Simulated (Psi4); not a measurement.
Job for Psi4: SAPT0/jun-cc-pV(D+d)Z on CH6ClN (a complex), monomers drawn apart or pushed together.

```
memory 1800 MB

molecule dimer {
0 1
N     0.27941773    0.08280984    0.00810242
H     0.43855938    0.86483503   -0.61656779
H     0.13857952   -0.73979550   -0.56683603
H    -0.58876023    0.26029502    0.50291554
--
0 1
C     0.13184692    0.25749900    5.27448690
Cl   -1.63609909    0.58254653    5.13868690
H     0.52092821    0.15869587    4.26480766
H     0.58470583    1.09539897    5.79573544
H     0.25848740   -0.65971438    5.84154652
units angstrom
symmetry c1
no_reorient
no_com
}

set {
  basis jun-cc-pV(D+d)Z
  scf_type df
  freeze_core true
}

energy('sapt0')
```

The log:

```
[...]
==> Input File <==

--------------------------------------------------------------------------
memory 1800 MB

molecule dimer {
0 1
N     0.27941773    0.08280984    0.00810242
H     0.43855938    0.86483503   -0.61656779
H     0.13857952   -0.73979550   -0.56683603
H    -0.58876023    0.26029502    0.50291554
--
0 1
C     0.13184692    0.25749900    5.27448690
Cl   -1.63609909    0.58254653    5.13868690
H     0.52092821    0.15869587    4.26480766
H     0.58470583    1.09539897    5.79573544
H     0.25848740   -0.65971438    5.84154652
units angstrom
symmetry c1
no_reorient
no_com
}

set {
  basis jun-cc-pV(D+d)Z
  scf_type df
  freeze_core true
}

energy('sapt0')
--------------------------------------------------------------------------


   => Loading Basis Set <=

    Name: JUN-CC-PV(D+D)Z
    Role: ORBITAL
    Keyword: BASIS
    atoms 1        entry N          line   222 file jun-cc-pv_dpd_z.gbs
    atoms 2-4, 7-9 entry H          line    60 file jun-cc-pv_dpd_z.gbs
    atoms 5        entry C          line   188 file jun-cc-pv_dpd_z.gbs
    atoms 6        entry CL         line   764 file jun-cc-pv_dpd_z.gbs

   => Loading Basis Set <=

    Name: JUN-CC-PV(D+D)Z
    Role: ORBITAL
    Keyword: BASIS
    atoms 1        entry N          line   222 file jun-cc-pv_dpd_z.gbs
    atoms 2-4, 7-9 entry H          line    60 file jun-cc-pv_dpd_z.gbs
    atoms 5        entry C          line   188 file jun-cc-pv_dpd_z.gbs
    atoms 6        entry CL         line   764 file jun-cc-pv_dpd_z.gbs


  //>>>>>>>>>>>>>>>>>>>>>>>>>>>>>>>>>>>//
  //              Dimer HF             //
  //<<<<<<<<<<<<<<<<<<<<<<<<<<<<<<<<<<<//

   => Libint2 <=

    Primary   basis highest AM E, G, H:  7, 6, 3
    Auxiliary basis highest AM E, G, H:  7, 7, 4
    Onebody   basis highest AM E, G, H:  -, -, -
    Solid Harmonics ordering:            Gaussian


   => Loading Basis Set <=

    Name: JUN-CC-PV(D+D)Z
    Role: ORBITAL
    Keyword: BASIS
    atoms 1        entry N          line   222 file jun-cc-pv_dpd_z.gbs
    atoms 2-4, 7-9 entry H          line    60 file jun-cc-pv_dpd_z.gbs
    atoms 5        entry C          line   188 file jun-cc-pv_dpd_z.gbs
    atoms 6        entry CL         line   764 file jun-cc-pv_dpd_z.gbs


         ---------------------------------------------------------
                                   SCF
               by Justin Turney, Rob Parrish, Andy Simmonett
                          and Daniel G. A. Smith
                              RHF Reference
                        1 Threads,   1716 MiB Core
         ---------------------------------------------------------

  ==> Geometry <==

    Molecular point group: c1
    Full point group: C1

    Geometry (in Angstrom), charge = 0, multiplicity = 1:

       Center              X                  Y                   Z               Mass
    ------------   -----------------  -----------------  -----------------  -----------------
         N            0.279417730000     0.082809840000     0.008102420000    14.003074004430
         H            0.438559380000     0.864835030000    -0.616567790000     1.007825032230
         H            0.138579520000    -0.739795500000    -0.566836030000     1.007825032230
         H           -0.588760230000     0.260295020000     0.502915540000     1.007825032230
         C            0.131846920000     0.257499000000     5.274486900000    12.000000000000
         CL          -1.636099090000     0.582546530000     5.138686900000    34.968852682000
         H            0.520928210000     0.158695870000     4.264807660000     1.007825032230
         H            0.584705830000     1.095398970000     5.795735440000     1.007825032230
         H            0.258487400000    -0.659714380000     5.841546520000     1.007825032230

  Running in c1 symmetry.

  Rotational constants: A =      0.41427  B =      0.01188  C =      0.01160 [cm^-1]
  Rotational constants: A =  12419.56987  B =    356.07946  C =    347.70151 [MHz]
  Nuclear repulsion =   88.136143404921171

  Charge       = 0
  Multiplicity = 1
  Electrons    = 36
  Nalpha       = 18
  Nbeta        = 18

  ==> Algorithm <==

  SCF Algorithm Type is DF.
  DIIS enabled.
  MOM disabled.
  Fractional occupation disabled.
  Guess Type is SAD.
  Energy threshold   = 1.00e-08
  Density threshold  = 1.00e-08
  Integral threshold = 1.00e-12

  ==> Primary Basis <==

  Basis Set: JUN-CC-PV(D+D)Z
    Blend: JUN-CC-PV(D+D)Z
    Number of shells: 45
    Number of basis functions: 93
    Number of Cartesian functions: 97
    Spherical Harmonics?: true
    Max angular momentum: 2

   => Loading Basis Set <=

    Name: (JUN-CC-PV(D+D)Z AUX)
    Role: JKFIT
    Keyword: DF_BASIS_SCF
    atoms 1        entry N          line   202 file jun-cc-pvdz-jkfit.gbs
    atoms 2-4, 7-9 entry H          line    70 file jun-cc-pvdz-jkfit.gbs
    atoms 5        entry C          line   146 file jun-cc-pvdz-jkfit.gbs
    atoms 6        entry CL         line   746 file jun-cc-pvdz-jkfit.gbs

  ==> 
[...]
6.019191    93A     25.412645

    Final Occupation by Irrep:
              A
    DOCC [    13 ]
    NA   [    13 ]
    NB   [    13 ]

  @DF-RHF Final Energy:  -499.12228910627090

   => Energetics <=

    Nuclear Repulsion Energy =             50.9859725693569388
    One-Electron Energy =                -789.3909979167773372
    Two-Electron Energy =                 239.2827362411495074
    Total Energy =                       -499.1222891062708982

Computation Completed


Properties will be evaluated at   0.000000,   0.000000,   0.000000 [a0]

Properties computed using the SCF density matrix


 Multipole Moments:

 ------------------------------------------------------------------------------------
     Multipole            Electronic (a.u.)      Nuclear  (a.u.)        Total (a.u.)
 ------------------------------------------------------------------------------------

 L = 1.  Multiply by 2.5417464519 to convert [e a0] to [Debye]
 Dipole X            :         49.3868867          -48.4875030            0.8993838
 Dipole Y            :        -22.9226685           22.7573396           -0.1653289
 Dipole Z            :       -254.8657322          254.9366934            0.0709612
 Magnitude           :                                                    0.9172024

 ------------------------------------------------------------------------------------

  Constructing Basis Sets for SAPT...

   => Loading Basis Set <=

    Name: (JUN-CC-PV(D+D)Z AUX)
    Role: RIFIT
    Keyword: DF_BASIS_SAPT
    atoms 1        entry N          line   144 file jun-cc-pvdz-ri.gbs
    atoms 2-4, 7-9 entry H          line    30 file jun-cc-pvdz-ri.gbs
    atoms 5        entry C          line   100 file jun-cc-pvdz-ri.gbs
    atoms 6        entry CL         line   544 file jun-cc-pvdz-ri.gbs

   => Loading Basis Set <=

    Name: (JUN-CC-PV(D+D)Z AUX)
    Role: JKFIT
    Keyword: DF_BASIS_ELST
    atoms 1        entry N          line   202 file jun-cc-pvdz-jkfit.gbs
    atoms 2-4, 7-9 entry H          line    70 file jun-cc-pvdz-jkfit.gbs
    atoms 5        entry C          line   146 file jun-cc-pvdz-jkfit.gbs
    atoms 6        entry CL         line   746 file jun-cc-pvdz-jkfit.gbs


  //>>>>>>>>>>>>>>>>>>>>>>>>>>>>>>>>>>>//
  //               SAPT0               //
  //<<<<<<<<<<<<<<<<<<<<<<<<<<<<<<<<<<<//



        SAPT0
    Ed Hohenstein
     6 June 2009

      Orbital Information
  --------------------------
    NSO        =        93
    NMO        =        93
    NRI        =       299
    NRI (Elst) =       417
    NOCC A     =         5
    NOCC B     =        13
    FOCC A     =         1
    FOCC B     =         6
    NVIR A     =        88
    NVIR B     =        80

    Elst10,r            =    -0.001056488568 [Eh]
    Exch10              =     0.000011228845 [Eh]
    Exch10 (S^2)        =     0.000011228736 [Eh]

    Maxiter = 50
    CPHF R converge = 1.000000E-08

    Iter     Energy [mEh]          dE [mEh]         Residual      Time [s]
       1      -0.00681792       0.006817920     5.558459e-04             0
       2      -0.00870419       0.001886272     3.291358e-04             0
       3      -0.00927980       0.000575606     6.193838e-05             0
       4      -0.00926673      -0.000013072     1.486156e-05             0
       5      -0.00924912      -0.000017611     2.961127e-06             0
       6      -0.00925321       0.000004093     5.226817e-07             0
       7      -0.00925280      -0.000000409     9.919098e-08             0
       8      -0.00925282       0.000000022     1.804481e-08             0
       9      -0.00925283       0.000000004     3.977599e-09             0

    CHF Iterations converged

    Maxiter = 50
    CPHF R converge = 1.000000E-08

    Iter     Energy [mEh]          dE [mEh]         Residual      Time [s]
       1      -0.01834077       0.018340772     1.012718e-03             0
       2      -0.02287362       0.004532849     5.291864e-04             0
       3      -0.02458112       0.001707495     9.964216e-05             0
       4      -0.02454252      -0.000038599     3.219732e-05             0
       5      -0.02449582      -0.000046695     7.708760e-06             0
       6      -0.02450151       0.000005685     2.304889e-06             0
       7      -0.02450287       0.000001362     3.983982e-07             0
       8      -0.02450258      -0.000000294     1.253860e-07             0
       9      -0.02450252      -0.000000059     3.618362e-08             0
      10      -0.02450255       0.000000029     8.621587e-09             0

    CHF Iterations converged

    Ind20,r (A<-B)      =    -0.000009252825 [Eh]
    Ind20,r (B<-A)      =    -0.000024502545 [Eh]
    Ind20,r             =    -0.000033755370 [Eh]
    Exch-Ind20,r (A<-B) =     0.000001170719 [Eh]
    Exch-Ind20,r (B<-A) =     0.000000175603 [Eh]
    Exch-Ind20,r        =     0.000001346322 [Eh]
    Disp20              =    -0.000128934194 [Eh]
    Disp20 (SS)         =    -0.000064467097 [Eh]
    Disp20 (OS)         =    -0.000064467097 [Eh]
    Exch-Disp20         =     0.000000904337 [Eh]
    Exch-Disp20 (SS)    =     0.000000542539 [Eh]
    Exch-Disp20 (OS)    =     0.000000361798 [Eh]

    SAPT Results
  --------------------------------------------------------------------------------------------------------
    Electrostatics                 -1.05648857 [mEh]      -0.66295659 [kcal/mol]      -2.77381035 [kJ/mol]
      Elst10,r                     -1.05648857 [mEh]      -0.66295659 [kcal/mol]      -2.77381035 [kJ/mol]

    Exchange                        0.01122885 [mEh]       0.00704621 [kcal/mol]       0.02948133 [kJ/mol]
      Exch10                        0.01122885 [mEh]       0.00704621 [kcal/mol]       0.02948133 [kJ/mol]
      Exch10(S^2)                   0.01122874 [mEh]       0.00704614 [kcal/mol]       0.02948104 [kJ/mol]

    Induction                      -0.03381488 [mEh]      -0.02121916 [kcal/mol]      -0.08878095 [kJ/mol]
      Ind20,r                      -0.03375537 [mEh]      -0.02118181 [kcal/mol]      -0.08862471 [kJ/mol]
      Exch-Ind20,r                  0.00134632 [mEh]       0.00084483 [kcal/mol]       0.00353477 [kJ/mol]
      delta HF,r (2)               -0.00140583 [mEh]      -0.00088217 [kcal/mol]      -0.00369100 [kJ/mol]

    Dispersion                     -0.12802986 [mEh]      -0.08033995 [kcal/mol]      -0.33614234 [kJ/mol]
      Disp20                       -0.12893419 [mEh]      -0.08090743 [kcal/mol]      -0.33851668 [kJ/mol]
      Exch-Disp20                   0.00090434 [mEh]       0.00056748 [kcal/mol]       0.00237434 [kJ/mol]
      Disp20 (SS)                  -0.06446710 [mEh]      -0.04045371 [kcal/mol]      -0.16925834 [kJ/mol]
      Disp20 (OS)                  -0.06446710 [mEh]      -0.04045371 [kcal/mol]      -0.16925834 [kJ/mol]
      Exch-Disp20 (SS)              0.00054254 [mEh]       0.00034045 [kcal/mol]       0.00142443 [kJ/mol]
      Exch-Disp20 (OS)              0.00036180 [mEh]       0.00022703 [kcal/mol]       0.00094990 [kJ/mol]

  Total HF                         -1.07907460 [mEh]      -0.67712953 [kcal/mol]      -2.83310997 [kJ/mol]
  Total SAPT0                      -1.20710446 [mEh]      -0.75746948 [kcal/mol]      -3.16925232 [kJ/mol]

  Special recipe for scaled SAPT0 (see Manual):
    Electrostatics sSAPT0          -1.05648857 [mEh]      -0.66295659 [kcal/mol]      -2.77381035 [kJ/mol]
    Exchange sSAPT0                 0.01122885 [mEh]       0.00704621 [kcal/mol]       0.02948133 [kJ/mol]
    Induction sSAPT0               -0.03381484 [mEh]      -0.02121913 [kcal/mol]      -0.08878084 [kJ/mol]
    Dispersion sSAPT0              -0.12802983 [mEh]      -0.08033993 [kcal/mol]      -0.33614227 [kJ/mol]
  Total sSAPT0                     -1.20710439 [mEh]      -0.75746944 [kcal/mol]      -3.16925214 [kJ/mol]
  --------------------------------------------------------------------------------------------------------



*** Psi4 exiting successfully. Buy a developer a beer!
```

The run finished.

Cost: about 7 core-seconds (a rough figure).
